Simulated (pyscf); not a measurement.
Structures and frequencies: ωB97X-D3(BJ)/def2-SVP in PySCF.

### Question
`[CH2][InH][OH]` [doublet] → `[CH3][In][OH]` [doublet]
Surface: doublet. Broken: H–In. Formed: C–H. Give ΔE‡ and ΔE from ωB97M-D3(BJ)/def2-TZVP, relative to the reactant's lowest minimum found.

### Answer
ΔE‡ = 41.3 kcal/mol, ΔE = -35.6 kcal/mol. Zero-point energy shifts the barrier by -1.0 kcal/mol. It is a hydrogen shift, with an imaginary mode of 1578i cm⁻¹. This is the saddle that the search found; another between the same sides may lie lower. Elements past Kr carry the def2 core potentials, without spin-orbit coupling.
